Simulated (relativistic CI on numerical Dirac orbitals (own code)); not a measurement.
**Hyperfine structure of Ir32+, mass number 191**

Computed by Dirac-Coulomb-Breit CI, orbitals from a KLI potential per configuration, model QED, unscaled Slater integrals (own radial code, finite nucleus).

Configurations in the expansion (outside the closed core [Ar] 3d10): 4s2 4p6 4d9, 4s2 4p5 4d10, 4s2 4p6 4d8 4f, 4s 4p6 4d10, 4s2 4p5 4d9 4f, 4s 4p6 4d9 4f, 4s2 4p6 4d8 5s, 4s2 4p6 4d7 4f 5s, 4s2 4p6 4d8 5p, 4s2 4p6 4d8 5d, 4s2 4p5 4d9 5s, 4s2 4p6 4d7 5s2, 4s2 4p6 4d6 4f 5s2, 4s2 4p5 4d7 4f 5s2, 4s 4p6 4d7 4f 5s2. Double excitations out of closed p, d and f shells are left out; levels of such configurations are missing from the list, as are those of other unlisted configurations, and high levels can miss mixing partners.

Nuclear spin I = 3/2, μ = 0.1502 μN, Q = 0.816 b (tables of Stone and Pyykkö). The electronic factors are computed for point nuclear moments, without core polarisation or the Bohr-Weisskopf and QED corrections.

```json
{"Level": "4s2 4p6 4d9 2D_5/2", "E (eV)": "0.000", "A (MHz)": "1123", "B (MHz)": "-19300"}
{"Level": "4s2 4p6 4d9 2D_3/2", "E (eV)": "20.711", "A (MHz)": "2879", "B (MHz)": "-16300"}
{"Level": "4s2 4p5 4d10 2P°_3/2", "E (eV)": "197.089", "A (MHz)": "4758", "B (MHz)": "-73500"}
{"Level": "4s2 4p6 4d8 4f 4F°_7/2", "E (eV)": "206.830", "A (MHz)": "868.8", "B (MHz)": "-12200"}
{"Level": "4s2 4p6 4d8 4f 4I°_15/2", "E (eV)": "213.188", "A (MHz)": "732.9", "B (MHz)": "-8060"}
```

Levels with J = 0, under 50 % of one LS term, or S terms without an open s electron are left out. Small factors come from cancelling terms and can be off by tens of per cent or more.

At this charge energies of transitions that change n are usually good to better than 1 %, and those within a shell (Δn = 0) to a few per cent.

**Question.** Give the hyperfine levels of 4s2 4p6 4d9 2D_5/2 relative to its centre of gravity.

**Answer.** With K = F(F + 1) − I(I + 1) − J(J + 1), E = AK/2 + B[¾K(K + 1) − I(I + 1)J(J + 1)]/[2I(2I − 1)J(2J − 1)]: F = 1: -19390, F = 2: -1720, F = 3: 10330, F = 4: -611.4 MHz.

LS names give the leading component of a level, which can be under half, so a name can repeat, a term be missing and a line seem to break the LS rules.
